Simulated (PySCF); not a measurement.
Input file for PySCF: R-HF/3-21G on C2H6BCl3O (a complex), monomers drawn apart or pushed together.

```python
from pyscf import gto, scf, dft, mp
from pyscf.data.elements import chemcore

mol = gto.M(
    atom='''
    Cl    0.68045160   -1.51242531    0.89708230
    B    -0.10446912    0.09061121    1.33205578
    Cl    0.84588839    1.54141302    0.76787511
    Cl   -1.86355206    0.18960138    0.86069609
    C    -0.92867157   -0.79653979    3.53762837
    O    -0.08898654    0.16236989    2.83203776
    C     1.21858532    0.27607294    3.46429459
    H    -0.99352914   -0.46359324    4.57017117
    H    -0.47908832   -1.78534810    3.46456895
    H    -1.89970598   -0.77673393    3.06076327
    H     1.04781620    0.55471706    4.50082692
    H     1.75795751    1.05161726    2.93675187
    H     1.73566774   -0.67890152    3.38770127
    ''',
    basis='3-21g',
    charge=0, spin=0, verbose=3, max_memory=1800)
mf = scf.RHF(mol)
mf.conv_tol = 1e-8
mf.max_cycle = 100
mf.kernel()
if not mf.converged:
    mf = mf.newton().run(mf.mo_coeff, mf.mo_occ)
```

Problem. Give the final energy of this run.

Solution. -1549.7984 hartree.
